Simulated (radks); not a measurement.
Valence configurations of Mn (all share [Ar]). Calculated with a radial shooting solver on a logarithmic mesh with Libxc functionals: non-relativistic Kohn-Sham, PBE, spin-polarised, spherical densities, point nucleus; open shells are filled with parallel spins first. Energies are relative to 3d5 4s2; eigenvalues in eV for spin up.

valence	E (eV)	moment (Bohr magnetons)	e(3d)	e(4p)	e(4s)
3d5 4s2	0.000	5	-8.403	-	-5.416
3d5.5 4s1.5	0.406	5	-6.288	-	-4.966
3d6 4s1	1.125	5	-4.530	-	-4.557
3d5 4s1 4p1	2.159	7	-9.693	-2.480	-6.576
3d4.5 4s2 4p0.5	3.994	5	-11.500	-2.313	-6.531
3d7	4.611	3	-2.774	-	-
3d5 4p2	6.320	7	-11.011	-3.094	-
3d4.5 4s1 4p1.5	6.334	7	-12.633	-3.112	-7.567
3d4 4s2 4p1	9.219	5	-14.740	-2.999	-7.585
3d3 4s2 4p2	23.708	5	-21.622	-4.288	-9.576

NIST lists [Ar] 3d5 4s2 as the ground configuration; this level of theory agrees among the configurations tried. The energies are those of spherical high-spin densities, not of single terms.
